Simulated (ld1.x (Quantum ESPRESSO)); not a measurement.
## cerium: one change to a TM semilocal potential, before and after

```json
{
 "Element": "cerium (Ce)",
 "Generator": "ld1.x (Quantum ESPRESSO) 7.5",
 "Type": "norm-conserving Troullier–Martins (semilocal form)",
 "Functional": "PBE",
 "Relativity": "scalar-relativistic",
 "Frozen core": "[Kr] 4d10 4f1",
 "Valence charge": "11",
 "Reference configuration": "5s2 5p6 5d1 6s2 6p0",
 "Partial waves": "5p (bound): rc 2.45 bohr; 5d (bound): rc 2.70 bohr; 5s (bound): rc 1.70 bohr",
 "Local potential": "the s channel",
 "Core correction": "none"
}
```

Occupied shells without a wave of their own: 6s. They enter only through the test configuration that unscreens the potential.

Change: wave 5s (bound): rc 1.70 bohr becomes 5s (bound): rc 1.42 bohr.

Cutoffs: the cutoffs (Ry, on a coarse ladder) from which the occupation-weighted sum of valence levels, in a spherical-Bessel basis at the reference potential, stays within 10 and 1 mRy of its value at 400 Ry; they do not see the model core or the augmentation charge, which bear on the density cutoff. Errors are all-electron minus pseudo energies relative to the spin-unpolarised reference configuration.

Problem. How do hardness, ghosts and transferability respond?

Solution. The potential gets harder (45 Ry and 80 Ry → 50 Ry and 90 Ry); of the 6 tests that both files solve, the error grows in 0 and shrinks in 6 by more than 15 % and 0.3 meV (median size 137.8 → 89.4 meV); neither file shows a bound ghost at the reference potential, the only one tested. A smaller radius makes the pseudo-wave follow the all-electron one further in, where it bends more sharply, so more plane waves are needed. Less of the atom is replaced, so other configurations are described better. A semilocal file is local in each channel, so a ghost entry of none says nothing of the separable form that plane-wave codes build from it.

| quantity | base | changed |
| --- | --- | --- |
| cutoff, loose | 45 Ry | 50 Ry |
| cutoff, tight | 80 Ry | 90 Ry |
| loose cutoff by channel (10 mRy a level) | p 10 Ry, d 10 Ry, s 40 Ry | p 10 Ry, d 10 Ry, s 45 Ry |
| bound ghosts | none | none |
| largest miss of a reference level, eV | 0.07 | 0.05 |
| tests counted (converged, no solver errors) | 6 of 7 | 6 of 7 |
| error for 5s2 5p6 5d1 6s1 6p0, meV [ΔE 6.07 eV] | -101 | -65 |
| error for 5s2 5p6 5d1 6s0 6p0, meV [ΔE 17.15 eV] | -267 | -172 |
| error for 5s2 5p6 5d0 6s0 6p0, meV [ΔE 36.33 eV] | -403 | -266 |
| error for 5s2 5p6 5d2 6s1 6p0, meV [ΔE 0.89 eV] | -67 | -45 |
| error for 5s2 5p6 5d1.5 6s1.5 6p0, meV [ΔE 0.40 eV] | -36 | -24 |
| error for 5s2 5p6 5d2 6s0 6p0, meV [ΔE 6.24 eV] | -175 | -114 |
| s: phases at 2.95 bohr within 0.05 rad from the reference energy up to (Ry; the scan ends near 5) | -0.1 | 0.0 |
| p: phases at 2.95 bohr within 0.05 rad from the reference energy up to (Ry; the scan ends near 5) | 0.3 | 0.3 |
| d: phases at 2.95 bohr within 0.05 rad from the reference energy up to (Ry; the scan ends near 5) | 2.4 | 2.4 |

Base: Tests not counted: 5s2 5p6 5d1 6s0 6p1 (solver errors, printed error -7.8 eV). These tests converged, but a pseudo level misses the all-electron one widely, so the file describes the atom poorly there or has found another state: 5s2 5p6 5d1 6s0 6p0: empty 6p by 7.1 eV; 5s2 5p6 5d0 6s0 6p0: empty 6p by 7.7 eV. The 6s level has no wave, so the channel is fitted at the deeper level alone: the likely source of the large errors. Changed file: Tests not counted: 5s2 5p6 5d1 6s0 6p1 (solver errors, printed error -7.7 eV). These tests converged, but a pseudo level misses the all-electron one widely, so the file describes the atom poorly there or has found another state: 5s2 5p6 5d1 6s0 6p0: empty 6p by 7.1 eV; 5s2 5p6 5d0 6s0 6p0: empty 6p by 7.7 eV. The 6s level has no wave, so the channel is fitted at the deeper level alone: the likely source of the large errors.
